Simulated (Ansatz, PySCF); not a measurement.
Gas-phase reaction (SMILES): CNB(O)O [methylaminoboronic acid] + F (HF) -> OB(O)F + CN (CH5N) [methanamine]; hydrogen fluoride cleaves one B-N bond, a model of a ligand-exchange step.

Geometries: B3LYP-D3(BJ)/def2-TZVP minima from Ansatz (a quantum-chemistry and plane-wave program), one conformer each, not searched for the lowest. Cores are frozen in the correlated levels unless marked. Spin-orbit coupling is left out. No relativistic terms. Basis-set limits of correlation are two-point, X^-3; Hartree-Fock from the larger set. The bracket is a focal-point correction in the basis named. Thermal terms are rigid-rotor harmonic-oscillator values from B3LYP-D3(BJ) frequencies (Ansatz or PySCF) at 298.15 K and 1 atm. 1 Eh = 627.5095 kcal/mol.

```csv
species,"E, RI-MP2/CBS(aug-cc-pVTZ,aug-cc-pVQZ)+[CCSD(T)-MP2]/aug-cc-pVTZ (Ansatz) (Eh)","E, PBE0-D4/def2-TZVPD (Ansatz + dftd4) (Eh)",H - E (Eh)
CNB(O)O,-271.64891,-271.72032,0.09587
F (HF),-100.39388,-100.39487,0.01259
OB(O)F,-276.31349,-276.35618,0.04166
CN (CH5N),-95.75128,-95.78053,0.06816
```

Task: Work out ΔE and ΔH at 298.15 K at the first level, then ΔH at the second.

Result: 
1. ΔE = [(-276.31349) + (-95.75128)] - [(-271.64891) + (-100.39388)] = -0.02198 Eh = -13.8 kcal/mol at RI-MP2/CBS(aug-cc-pVTZ,aug-cc-pVQZ)+[CCSD(T)-MP2]/aug-cc-pVTZ.
2. The terms H - E add up to 0.00136 Eh, so ΔH = (-0.02198 + (0.00136))×627.5095 = -12.9 kcal/mol.
3. At PBE0-D4/def2-TZVPD the same steps give ΔE = -13.5 and ΔH = -12.7 kcal/mol, a shift of +0.2 from the first level.
4. These values are not checked against measurement here, since the tables used lack a sound gas-phase enthalpy of formation for at least one species.
